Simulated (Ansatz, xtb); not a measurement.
Two isomers of Al2F2HN

We compare I, `[F][Al]([F])[NH][Al]`, a singlet, with II, `[F][Al]1[NH][Al]1[F]`, a singlet. Both are isolated molecules in the gas phase, relaxed with PBE0-D3(BJ)/def2-SVP; the shapes shown needn't be the lowest conformers.

I (Å):

```xyz
6

Al   -1.6134   -0.4186   -0.2265
Al   -3.2335   -3.1440   -0.9661
F    -1.5170   -0.8039    1.3812
F    -0.9338    1.0060   -0.7243
N    -2.4324   -1.5427   -1.3210
H    -2.4464   -1.2303   -2.2959
```

II (Å):

```
atom    x (Å)    y (Å)    z (Å)
  Al  -1.5251  -0.8112   0.4946
  Al  -2.6377  -2.1211  -1.1013
   F  -0.7468   0.0364   1.6901
   F  -3.4307  -3.1235  -2.1594
   N  -1.9792  -0.4445  -1.2132
   H  -1.9031   0.3148  -1.8896
```

Problem. Estimate E(II) − E(I) at the level CCSD(T)/def2-SVP + ΔMP2/def2-TZVPP.

Solution. Calculated at CCSD(T)/def2-SVP + ΔMP2/def2-TZVPP: E(II) − E(I) = +80.5 kJ/mol, so structure I lies lower.

The same difference at several levels:

```tsv
level	geometry	E(II) − E(I) (kJ/mol)	departure from the last row (kJ/mol)	job, with rough time for the two
PBE0-D3(BJ)/def2-SVP	PBE0-D3(BJ)/def2-SVP	+65.4	−15.2	optimisation, 95 s
HF/def2-SVP	PBE0-D3(BJ)/def2-SVP	+119.2	+38.6	part of the CCSD(T) run
MP2/def2-SVP	PBE0-D3(BJ)/def2-SVP	+80.5	0.0	part of the CCSD(T) run
CCSD(T)/def2-SVP	PBE0-D3(BJ)/def2-SVP	+90.0	+9.4	single point
CCSD(T)/def2-SVP + ΔMP2/def2-TZVPP	PBE0-D3(BJ)/def2-SVP	+80.5		single point, 37 s
```

As drawn, II has 1 Al–Al more. Structure I has no ring, II a 3-membered ring.

None of the levels shown reverses the order. The largest departure from CCSD(T)/def2-SVP + ΔMP2/def2-TZVPP is that of HF/def2-SVP, 38.6 kJ/mol. Levels run at GFN2-xTB geometries aren't shown. The last row adds to CCSD(T) the change of the MP2 difference between the two basis sets, here −9.4 kJ/mol.

With harmonic frequencies from PBE0-D3(BJ)/def2-SVP (ideal gas, rigid rotor, one conformer each, 298.15 K, 1 atm): on the last row, ΔE + ΔZPE = +82.0, ΔH = +81.5, ΔG = +86.2 kJ/mol.

The correlated steps freeze 13 core orbitals. Programs: Ansatz 0.2.0; the last row on 1 thread of Arm Neoverse N1 on a shared host.
